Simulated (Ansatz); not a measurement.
Isolated molecules relaxed with PBE0-D4/def2-TZVP in Ansatz; ΔE leaves out vibrations. CCSD(T)/CBS adds triple-zeta CCSD(T) − MP2 to the extrapolated MP2 energy (def2 sets, frozen cores). DFT in def2-TZVPP. B3LYP here is the variant with VWN-RPA as its local correlation; programs differ in this. Each species was taken in one conformer, which may not be the lowest.

Reaction (ligand exchange at the Si–S bond): `CO[SiH](F)S[SiH2]Cl` + `BNCC` → `BN(CC)[SiH2]Cl` + `CO[SiH](F)S`

`CO[SiH](F)S[SiH2]Cl`:

Z-matrix (Å, degrees):
```
C
O 1 1.414
H 1 1.093 2 111.0
H 1 1.090 2 107.8 3 119.3
H 1 1.094 2 111.1 3 -121.6
Si 2 1.614 1 127.7 3 64.5
S 6 2.132 2 109.0 1 49.5
F 6 1.594 2 110.6 1 -69.1
H 6 1.470 2 108.5 1 173.0
Si 7 2.125 6 97.6 2 165.8
Cl 10 2.051 7 111.7 6 -88.2
H 10 1.479 7 110.4 6 31.1
H 10 1.477 7 107.2 6 153.7
```

`BNCC`:

Z-matrix (Å, degrees):
```
C
N 1 1.448
C 1 1.517 2 112.7
H 1 1.092 2 107.3 3 -121.6
H 1 1.097 2 109.8 3 122.5
B 2 1.383 1 127.1 3 117.0
H 2 1.009 1 113.6 3 -61.7
H 3 1.094 1 111.1 2 59.7
H 3 1.092 1 110.7 2 -60.3
H 3 1.093 1 110.7 2 179.3
H 6 1.197 2 118.9 1 -179.2
H 6 1.199 2 118.9 1 0.9
```

`BN(CC)[SiH2]Cl`:

Cartesian coordinates in Å:
```
B -0.230 -1.480 -1.148
N -0.330 -0.275 -0.444
C 0.835 0.603 -0.270
C 1.596 0.305 1.007
Si -1.840 0.250 0.228
Cl -2.554 1.872 -0.820
H 0.825 -1.794 -1.622
H -1.198 -2.174 -1.263
H 0.504 1.648 -0.279
H 1.487 0.475 -1.136
H 1.967 -0.722 0.998
H 0.959 0.428 1.886
H 2.449 0.978 1.110
H -1.645 0.729 1.615
H -2.825 -0.842 0.138
```

`CO[SiH](F)S`:

```xyz
10

C     0.491   -1.561   -0.119
O     0.609   -0.152   -0.196
Si   -0.463    0.893    0.431
F    -1.916    0.475   -0.085
S     0.065    2.840   -0.184
H     1.346   -1.997   -0.635
H     0.499   -1.902    0.922
H    -0.429   -1.907   -0.599
H    -0.526    0.865    1.907
H     0.324    2.446   -1.443
```

| level | ΔE (kcal/mol) | difference from CCSD(T)/CBS |
| --- | --- | --- |
| PBE-D4 | 8.1 | 3.1 |
| r2SCAN-D4 | 6.7 | 1.7 |
| PBE0-D4 | 7.4 | 2.4 |
| B3LYP-D4 | 5.7 | 0.7 |
| ωB97X-V | 5.2 | 0.2 |
| ωB97M-V | 5.2 | 0.2 |
| B2PLYP | 5.2 | 0.2 |
| PBE | 8.3 | 3.3 |
| r2SCAN | 6.8 | 1.8 |
| PBE0 | 7.6 | 2.6 |
| B3LYP | 5.9 | 0.9 |
| HF/def2-TZVPP | 3.8 | -1.2 |
| MP2/def2-TZVPP | 4.5 | -0.5 |
| SCS-MP2/def2-TZVPP | 3.9 | -1.1 |
| CCSD/def2-TZVPP | 3.6 | -1.4 |
| CCSD(T)/def2-TZVPP | 3.9 | -1.1 |
| HF/def2-QZVPP | 3.6 | -1.4 |
| MP2/def2-QZVPP | 5.1 | 0.1 |
| SCS-MP2/def2-QZVPP | 4.5 | -0.5 |
| HF/CBS(def2) | 3.6 | -1.4 |
| MP2/CBS(def2) | 5.6 | 0.6 |
| CCSD/CBS(def2) | 4.8 | -0.2 |
| CCSD(T)/CBS | 5.0 | 0 |

Largest T1 diagnostic among the species: 0.012.

From PBE to PBE0 (25 % exact exchange), in def2-TZVPP and without D4, ΔE moves by −0.7 kcal/mol.
